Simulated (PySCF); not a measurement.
C₂H₉FOSi₂, SMILES [SiH3][C@H](C[SiH2]F)O.

The structure is a stationary point at B3LYP-D3(BJ)/def2-SVP. The structure was generated by enumeration; whether it is a known compound was not checked. The values are those of a single conformer.

Two levels are set side by side: TDA-PBE/def2-SVPD (PySCF) and TDA-M06-2X/def2-SVPD (PySCF). Vertical, same geometry. The lowest singlet is HOMO→LUMO 99 % with PBE and HOMO→LUMO 51 %, HOMO→LUMO+1 28 %, HOMO→LUMO+3 11 % with the other functional; states are paired by order. Differences are taken from unrounded values.

| quantity | TDA-M06-2X |
|---|---|
| lowest singlet excitation (eV) | 6.69 |
| lowest triplet excitation (TDA) (eV) | 6.42 |
| first bright state (f over 0.05) (eV) | 8.02 |
| its oscillator strength | 0.14 |

Task: What does TDA-PBE give, and how far is it from TDA-M06-2X? (Estimate from the structure and the level; the computed values follow.)

Result: 
| quantity | TDA-PBE | TDA-PBE minus TDA-M06-2X |
|---|---|---|
| lowest singlet excitation (eV) | 5.30 | -1.39 |
| lowest triplet excitation (TDA) (eV) | 5.16 | -1.26 |
| first bright state (f over 0.05) (eV) | 6.58 | -1.45 |
| its oscillator strength | 0.05 | -0.09 |

Functionals without exact exchange tend to place singlet excitations lower, as here. Differences between two approximate levels are no errors against the true value.

Rough cost on one machine, each run with all the roots and properties that it gave: TDA-M06-2X against TDA-PBE about 10 times.
